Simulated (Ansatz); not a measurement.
BeBrF (SMILES [F][Be][Br]) moved off its minimum; all values from Ansatz (an electronic-structure program), cores frozen in correlated methods.
(charge 0, multiplicity 1)
```xyz
3

Be    -0.2595    -0.0076    -1.2697
F      0.1791    -0.0804    -2.7773
Br    -0.0964     0.0200     0.8603
```

| level | largest force (eV/Å) | on atom | rms difference from CCSD(T)/aug-cc-pVTZ (eV/Å) | dipole (D) |
|---|---|---|---|---|
| HF/def2-TZVPP | 4.73 | F2 | 0.260 | 1.56 |
| PBE/def2-TZVPP | 3.80 | F2 | 0.160 | 1.28 |
| r2SCAN/def2-TZVPP | 4.09 | F2 | 0.041 | 1.34 |
| B3LYP/def2-TZVPP | 4.11 | F2 | 0.035 | 1.36 |
| wB97M-V/def2-TZVPP | 4.10 | F2 | 0.045 | 1.35 |
| MP2/aug-cc-pVTZ | 4.11 | F2 | 0.048 | 1.38 |
| CCSD(T)/aug-cc-pVTZ | 4.18 | F2 | 0.000 | 1.40 |

The differences count from one level among others, with limits of its own. Forces at CCSD(T)/aug-cc-pVTZ (eV/Å):

```csv
atom,Fx,Fy,Fz
Be1,1.810,-0.212,-1.859
F2,-1.440,0.218,3.922
Br3,-0.370,-0.006,-2.063
```
